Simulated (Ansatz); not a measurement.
Molecule: C$_{5}$H$_{7}$Ge (charge 0, doublet). It need not be the lowest isomer of its formula. 
Structure (B3LYP-D3(BJ)/def2-TZVP (Ansatz, a program for electronic structure) minimum search):
SMILES: [GeH2][C]1=CCC=C1
```xyz
13

Ge     1.6023    -0.0926     0.2626
C     -0.2949     0.0336    -0.0559
C     -1.0788     1.1100     0.2018
C     -2.5077     0.7899    -0.1212
C     -2.4364    -0.6341    -0.5880
C     -1.1632    -1.0549    -0.5384
H      2.2873    -1.0081    -0.7787
H      2.2460     1.3126     0.2788
H     -0.7497     2.0677     0.5782
H     -3.1611     0.9077     0.7524
H     -2.9125     1.4582    -0.8911
H     -3.2925    -1.2054    -0.9151
H     -0.8060    -2.0360    -0.8184
```
Charge 0, spin multiplicity 2.

Wanted: atomisation energy (electronic, to ground-state atoms), in eV. Correlated levels leave the core frozen unless marked. Open shells are spin-unrestricted. Spin-orbit coupling is left out. The frozen core is the preceding noble-gas configuration, with the filled d and f shells of earlier blocks. No relativistic terms. The coupled-cluster limit lacks core correlation, which all-electron functionals hold. Basis-set limits of correlation are two-point, X^-3; Hartree-Fock from the larger set. [CCSD(T)-MP2]/basis is that difference in the basis named.

```csv
level,program,atomisation energy (eV)
BLYP/def2-TZVPD,Ansatz,54.29
r2SCAN/def2-TZVPD,Ansatz,55.51
PBE0-D4/def2-TZVP,Ansatz + dftd4,55.91
B2PLYP/def2-TZVPD,Ansatz,54.44
"MP2/CBS(cc-pVTZ,cc-pVQZ)",Ansatz,55.44
"RI-MP2/CBS(cc-pVTZ,cc-pVQZ)+[CCSD(T)-MP2]/cc-pVQZ",Ansatz,54.97
"CCSD(T)/CBS(cc-pVTZ,cc-pVQZ)",Ansatz,54.97
```

The UHF reference is spin-contaminated (<S^2> 0.41 over the pure value in the largest basis).
